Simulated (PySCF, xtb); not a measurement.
Al(H)(OMe)2 (C2H7AlO2), SMILES C[O][AlH][O]C.

GFN2-xTB in xtb 6.7.1 at its own geometry gives an orbital gap of 5.17 eV and a dipole moment of 0.78 D.

Geometry optimised at B3LYP-D3(BJ)/def2-SVP. The structure was generated by enumeration; whether it is a known compound was not checked. The values are those of a single conformer.

Task: What does PBE/def2-TZVP (PySCF) give? (An estimate is asked for; the answer gives what the named calculation found.)

Result: gap 5.49 eV (levels -6.35 and -0.86 eV), dipole 1.69 D.
